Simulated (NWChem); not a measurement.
System: CH₃ClMg; SMILES [CH3][Mg][Cl]

```xyz
6

Mg     0.0000     0.0000     0.4682
Cl     0.0000     0.0000    -1.7558
C      0.0000     0.0000     2.5573
H      1.0221     0.1556     2.9624
H     -0.3763    -0.9629     2.9624
H     -0.6457     0.8074     2.9624
```
Atoms are numbered in this order, from 1.

All runs: NWChem. Medium grid unless said otherwise, to which SCAN and Minnesota functionals are sensitive. Coordinates come from a PBE-D3(BJ)/def2-SVP optimisation.

Order these by “orbital gap (eV)”, lowest first: MPW1K/def2-SVP; B3LYP/def2-SVP; HCTH/407/def2-SVP; LRC-wPBEh/def2-SVP; LC-wPBE (HJS exchange hole, range parameter 0.4 per bohr)/def2-SVP.

HCTH/407/def2-SVP (4.64), B3LYP/def2-SVP (6.08), MPW1K/def2-SVP (7.92), LRC-wPBEh/def2-SVP (9.91), LC-wPBE (HJS exchange hole, range parameter 0.4 per bohr)/def2-SVP (11.11)
